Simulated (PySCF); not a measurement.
BOCl, SMILES O=BCl. Geometry optimised at r2SCAN-D4/def2-TZVP.

Computed equilibrium geometry at r2SCAN-D4/def2-TZVP (PySCF confirms it by a frequency run) as bond lengths and angles, and its point group:
point group C∞v.
Atoms: B1 O2 Cl3. Bonded distances (Å): B1–O2 1.209, B1–Cl3 1.680. Bond angles (°): O2–B1–Cl3 180.0.
Charge 0, spin multiplicity 1.
